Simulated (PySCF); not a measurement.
# Ionisation energy of Pt by level of theory

Pt [Xe] 4f14 5d9 6s1 (3D) → Pt⁺ [Xe] 4f14 5d9 (2D), as a difference of total energies. Computed with PySCF 2.14 in cc-pVTZ-PP with ECP60MDF, with scalar relativity through the core potential. Correlated levels: valence: 5s2 5p6 frozen. The calculations carry no spin-orbit coupling.

```json
{"method": "UHF", "ionisation energy (eV)": "7.569", "difference from reference (eV)": "-1.390"}
{"method": "PBE0", "ionisation energy (eV)": "9.050", "difference from reference (eV)": "+0.091"}
{"method": "M06-L", "ionisation energy (eV)": "8.752", "difference from reference (eV)": "-0.207"}
{"method": "MP2 (valence)", "ionisation energy (eV)": "8.925", "difference from reference (eV)": "-0.034"}
{"method": "SCS-MP2 (valence)", "ionisation energy (eV)": "8.711", "difference from reference (eV)": "-0.248"}
```

Reference: 8.959 eV (measured; NIST Atomic Spectra Database, ionization energies).

The reference lies between the lowest fine-structure levels, while these numbers refer to the centres of the terms.

Errors of the correlated levels include the incompleteness of this basis and the frozen core.
